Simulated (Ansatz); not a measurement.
Br₂FHOSi, SMILES `O[Si](F)(Br)Br`, relaxed with RKS PBE0-D4/def2-TZVP in Ansatz from a PBE-D4/def2-SVP geometry. The force threshold is 0.005 eV/Å; the program also tests the step.

The species carries charge 0 and has multiplicity 1.

Start:

```xyz
6

O    -0.224   -1.362    0.028
Si    0.159    0.237   -0.119
F    -0.463    0.853   -1.490
Br   -0.670    1.445    1.547
Br    2.352    0.380   -0.216
H    -1.154   -1.553    0.251
```

| step | energy (eV) | largest force (eV/Å) | largest move (Å) |
| --- | --- | --- | --- |
| 1 | -152734.8046 | 1.312 | 0.000 |
| 2 | -152734.8587 | 0.759 | 0.033 |
| 3 | -152734.8768 | 0.110 | 0.024 |
| 4 | -152734.8778 | 0.249 | 0.038 |
| 5 | -152734.8797 | 0.036 | 0.015 |
| 6 | -152734.8798 | 0.038 | 0.008 |
| 7 | -152734.8801 | 0.013 | 0.019 |
| 8 | -152734.8802 | 0.028 | 0.025 |
| 9 | -152734.8803 | 0.010 | 0.001 |
| 10 | -152734.8803 | 0.005 | 0.005 |
| 11 | -152734.8803 | 0.001 | 0.003 |

End:

```xyz
6

O    -0.245   -1.324   -0.009
Si    0.152    0.236   -0.136
F    -0.427    0.861   -1.467
Br   -0.682    1.409    1.521
Br    2.324    0.367   -0.217
H    -1.122   -1.549    0.309
```

Hardware: 4 threads of an Arm Neoverse V2 on a shared host. Wall time 47 s, peak host memory 0.7 GiB.
